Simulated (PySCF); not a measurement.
## C₆ coefficients of unlike pairs at PBE

Calculated with PySCF 2.14 from the dipole response of each species, C₆(A,B) = (3/π) ∫ α_A(iu) α_B(iu) du, in atomic units, from isotropic polarisabilities. For ions this is the dispersion term alone; charge-induced terms of lower order in 1/R come first.

```
species            configuration                                                                          basis     relativity  α (bohr³)  C₆ (like pair)
    Se+   [Ar] 3d10 4s2 4p3 (4S)                                                    aug-cc-pVQZ-DK (8s7p5d3f2g)  spin-free X2C      14.33           87.82
 Pb(3+)  [Xe] 4f14 5d10 6s1 (2S)                                               aug-cc-pwCVTZ-DK3 (11s10p8d5f1g)  spin-free X2C      8.497           47.70
    Cl+        [Ne] 3s2 3p4 (3P)      x2c-TZVPPall with one added diffuse shell each of s, p, d type (6s6p4d1f)  spin-free X2C      8.827           41.91
     Ca            [Ar] 4s2 (1S)  x2c-QZVPPall with one added diffuse shell each of s, p, d, f type (12s8p5d4f)  spin-free X2C      158.1            2182
```

Q: Estimate C₆ for Ca with Cl+.

A: The integral gives 218.9. The combination rule 2 C_A C_B / (C_A α_B/α_A + C_B α_A/α_B) gives 209.7 and the geometric mean 302.4.

No spin-orbit coupling is included.

The other pairs:

| pair | C₆ |
| --- | --- |
| Ca, Se+ | 339.4 |
| Ca, Pb(3+) | 214.3 |
| Cl+, Pb(3+) | 43.71 |
| Cl+, Se+ | 60.33 |
| Pb(3+), Se+ | 62.04 |
